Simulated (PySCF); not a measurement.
An EPR job on `CN[SiH2][SiH]C[SiH3]` [radical].

Computed with UKS B3LYP, pcH-1 on C H N Si, non-relativistic, mean-field spin-orbit, GIAO (PySCF 2.14.0). Geometry: GFN2-xTB. The command runs a driver script over a list of jobs; the input below is this job's line of settings and its coordinates in Å.

Command:
```bash
OMP_NUM_THREADS=1 python probes_run.py task.json out
```

Input:
```
{"job": {"kind": "epr", "basis": "pcH-1"}, "charge": 0, "multiplicity": 2}
C     -3.195987    -0.484349     0.463730
N     -2.334111     0.664006     0.362040
Si    -0.897335     0.678929    -0.593129
Si     0.421166    -0.938622     0.331259
C      2.259392    -0.874760    -0.198739
Si     3.145944     0.759848     0.172167
H     -3.799366    -0.426234     1.372543
H     -3.875402    -0.584867    -0.392637
H     -2.580397    -1.381159     0.514585
H     -2.864927     1.520524     0.394067
H     -0.380645     2.036326    -0.374595
H     -1.193945     0.602980    -2.048254
H      0.036960    -2.364767     0.168316
H      2.798962    -1.691394     0.281351
H      2.314651    -1.069488    -1.272093
H      3.101758     1.018311     1.613088
H      4.547989     0.689585    -0.255660
H      2.486532     1.851449    -0.549694
```

Output:
```
UKS, coarse grid
  cycle   1  E = -1006.60720817  |g| = 4.23e-01
  cycle   2  E = -1006.52493423  |g| = 5.80e-01
  cycle   3  E = -1006.68164391  |g| = 7.15e-02
  cycle   4  E = -1006.68343961  |g| = 2.89e-02
  cycle   5  E = -1006.68377693  |g| = 9.22e-03
  cycle   6  E = -1006.68382065  |g| = 2.06e-03
  cycle   7  E = -1006.68382261  |g| = 6.72e-04
UKS, final grid
  cycle   1  E = -1006.68383098  |g| = 7.57e-04
  cycle   2  E = -1006.68383079  |g| = 9.84e-04
  cycle   3  E = -1006.68383127  |g| = 9.81e-05
  cycle   4  E = -1006.68383127  |g| = 2.61e-05
E = -1006.68383127 Eh   <S^2> = 0.7521 (exact 0.7500)
g shifts (ppm)      1          2          3
  rmc          -126       -126       -126
  gc              7         32         36
  oz_so        -194       1705       3059
  total        -313       1611       2969
hyperfine (MHz)  atom isotope    a_iso     a_fc   dipolar eigenvalues
    0   13C       0.05       0.05     -0.35     -0.31      0.65
    1   14N       0.96       0.97     -0.32     -0.10      0.41
    2  29Si     -25.10     -25.15     -9.97      3.55      6.42
    3  29Si    -410.94    -411.90   -170.14     84.35     85.79
    4   13C       8.72       8.68     -3.00     -2.89      5.89
    5  29Si      -8.20      -8.20     -1.27      0.43      0.84
    6    1H      -0.05      -0.05     -0.98     -0.82      1.80
    7    1H      -0.09      -0.09     -0.89     -0.67      1.56
    8    1H       0.09       0.09     -2.37     -1.79      4.15
    9    1H      -1.50      -1.50     -1.43     -0.73      2.16
   10    1H      -3.45      -3.45     -2.36     -1.21      3.57
   11    1H      58.87      58.87     -2.48     -0.07      2.56
   12    1H      23.89      23.86     -9.60      1.51      8.09
   13    1H       3.82       3.81     -3.44     -2.23      5.67
   14    1H      62.49      62.49     -4.00      0.48      3.53
   15    1H      -0.18      -0.18     -1.94     -1.46      3.40
   16    1H      -0.69      -0.69     -0.87     -0.67      1.54
   17    1H       0.21       0.21     -1.32     -1.17      2.49
```

rmc, gc and oz_so are the mass-correction, gauge-correction and orbital-Zeeman/spin–orbit parts of the g shift along its three principal axes; a_iso is the isotropic hyperfine coupling and a_fc its Fermi-contact part. The program numbers atoms from 0.

Task: Get g_iso from the total shifts.

Result: Their mean is 1422 ppm; added to g_e = 2.002319 it gives 2.00374.

In short: ⟨S²⟩ 0.752; g_iso 2.0037.

Isolated species at its GFN2-xTB geometry (one conformer only).

Hardware: one thread, Arm Neoverse V2 (aarch64), shared host with 96 logical CPUs at a one-minute load of 30. Cost: 91 s of wall time (grids of density and orbitals included), 1.1 GiB resident at most.
Labels such as C1 count atoms from 1, the log's own numbers from 0.
